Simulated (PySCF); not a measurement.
# Electronic structure of Cu⁺ (copper, charge +1) at the BP86 level

Configuration: [Ar] 3d10, closed-shell 1S. Calculation: PySCF 2.14, in jorge-DZP-DKH; the spin-free X2C one-electron Hamiltonian (Gaussian nucleus).

```json
{
 "Total energy": "-1654.638 hartree",
 "One-electron energy": "-2296.370 hartree",
 "Hartree (Coulomb) energy": "709.886 hartree",
 "Exchange-correlation energy": "-68.153 hartree",
 "⟨S²⟩": "0.0000",
 "⟨L²⟩": "0.000",
 "Sum of ⟨r⟩": "17.70 bohr",
 "Sum of ⟨r²⟩": "18.84 bohr²",
 "Langevin diamagnetic susceptibility": "-14.9 ×10⁻⁶ cm³/mol",
 "Time after the integrals": "0.53 s of wall time on 1 thread of Neoverse-V1 (shared host)"
}
```

```
shell  electrons  mean orbital energy (hartree)  rms radius, mean of both spins (bohr)
   1s          2                     -325.39125                                 0.0601
   2s          2                      -39.35748                                  0.255
   2p          6                      -34.01978                                  0.228
   3s          2                       -4.49817                                  0.766
   3p          6                       -2.94342                                  0.816
   3d         10                       -0.47292                                   1.15
```

Densities and radii are taken from the X2C orbitals without a picture-change correction, which distorts them close to the nucleus.
